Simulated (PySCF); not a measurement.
CH₅Si, SMILES C[SiH2], multiplicity 2. Coordinates come from a PBE-D3(BJ)/def2-TZVP optimisation. The isomer is the one that the SMILES or the coordinates give; other isomers of the formula were not compared.

All values below come from PBE-D3(BJ)/def2-TZVP in PySCF.

Harmonic wavenumbers (cm⁻¹): 175, 506, 536, 677, 806, 856, 897, 1224, 1400, 1405, 2120, 2146, 2967, 3044, 3066. Rotational constants (GHz): 72.09, 11.60, 11.03; symmetry number 1.

Q: Work out the zero-point energy and the ideal-gas rigid-rotor harmonic-oscillator thermochemistry at 298.15 K and 1 atm.

A: ZPE = ½ Σ hcν = ½ × 21823 cm⁻¹ = 130.53 kJ/mol. H − E(el) = 144.04 kJ/mol. Entropy in J/(mol K): translation 156.26, rotation 88.21, vibration 18.90, spin 5.76, total 269.12. G − E(el) = 63.80 kJ/mol. Cp = 63.70 J/(mol K).
